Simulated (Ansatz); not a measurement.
`BC[SiH2][SiH3]` → `BC[SiH3]` + `[SiH2]` at 400 K and 1 bar (silylene loss).

Gas-phase electronic energies from Ansatz, PBE0-D4/def2-TZVP geometries. CCSD(T)/CBS is the MP2 limit (def2-TZVPP, def2-QZVPP) plus CCSD(T) − MP2 in def2-TZVPP, frozen cores. This one scheme is used for every species. One conformer a species, not always the lowest.

```
         species  CCSD(T)/CBS energy (Eh)  H − E (kJ/mol)  S (J/(mol·K))
`BC[SiH2][SiH3]`               -646.39812           272.7          407.1
      `BC[SiH3]`               -356.11784           216.8          331.5
        `[SiH2]`               -290.19011            44.2          218.1
```

H − E and S are ideal-gas, rigid-rotor, harmonic terms from PBE0-D4/def2-TZVP, for one conformer and one mirror image of each species. 1 Eh = 2625.50 kJ/mol, R = 8.31446 J/(mol·K).

Q: By hand: ΔE, ΔH, ΔS and ΔG.

A: ΔE = (-356.11784) + (-290.19011) − (-646.39812) = 0.09017 Eh = 236.7 kJ/mol. Δ(H − E) = 216.8 + 44.2 − 272.7 = -11.7, so ΔH = 225.0 kJ/mol. ΔS = 331.5 + 218.1 − 407.1 = 142.5 J/(mol·K). ΔG = 225.0 − 400 × (142.5)/1000 = 168.0 kJ/mol.

Q: By hand: the equilibrium constant, and the temperature at which ΔG would vanish if ΔH and ΔS stayed fixed.

A: log₁₀ K = −ΔG/(RT ln 10) = -21.9. ΔG = 0 at ΔH/ΔS = 1579 K.

The number of gas molecules changes by +1, which sets the sign of ΔS. A doubt of 5 kJ/mol in ΔE shifts log₁₀ K by 0.7 here. Other conformers and mirror images would add mixing entropy, several J/(mol·K) or more a flexible species. Modes under 60 cm⁻¹, often nearly free rotors, make the harmonic entropy too high. These are equilibria of isolated gas molecules and say nothing of rates. Largest T1 diagnostic: 0.014 (customary marks: 0.02 for closed shells, 0.045 for open ones).
